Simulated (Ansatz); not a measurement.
`CC(C)[O][AlH2]` and `C[CH](C)[Sn][F]` differ in one atom or group.

Ansatz, PBE0-D4/def2-TZVP geometries, multiplicity 1. Each molecule was computed in one conformer, which needn't be the lowest.

Elements past krypton have def2 core potentials.

```
                                        property  `CC(C)[O][AlH2]`
              LUMO energy (PBE0/def2-TZVPP) / eV             -0.90
             HOMO energy (B3LYP/def2-TZVPP) / eV             -7.62
               LUMO energy (PBE/def2-TZVPP) / eV             -1.66
               HOMO energy (PBE/def2-TZVPP) / eV             -6.42
  zero-point energy (PBE0-D4/def2-TZVP) / kJ/mol             293.3
size of the dipole moment (B3LYP/def2-TZVPP) / D              1.20
```

Q: Give the same properties after the change, and the shifts. (Best estimate.)

A: The calculation gave: 
| property | `C[CH](C)[Sn][F]` | shift |
| --- | --- | --- |
| LUMO energy (PBE0/def2-TZVPP) / eV | -2.52 | -1.62 |
| HOMO energy (B3LYP/def2-TZVPP) / eV | -6.01 | 1.61 |
| LUMO energy (PBE/def2-TZVPP) / eV | -3.24 | -1.58 |
| HOMO energy (PBE/def2-TZVPP) / eV | -5.14 | 1.28 |
| zero-point energy (PBE0-D4/def2-TZVP) / kJ/mol | 246.3 | -47.0 |
| size of the dipole moment (B3LYP/def2-TZVPP) / D | 2.74 | 1.54 |

With PBE0 the HOMO rises by 1.65 eV and the LUMO falls by 1.62 eV, so the gap narrows by about 3.27 eV. PBE moves the HOMO by 1.28 eV and ωB97M-V by 1.90 eV. The zero-point energy changes by -47.0 kJ/mol with -6 modes. Dipoles are sizes alone; their direction can turn.

B3LYP here is the variant with VWN-RPA as its local correlation; programs differ in this.
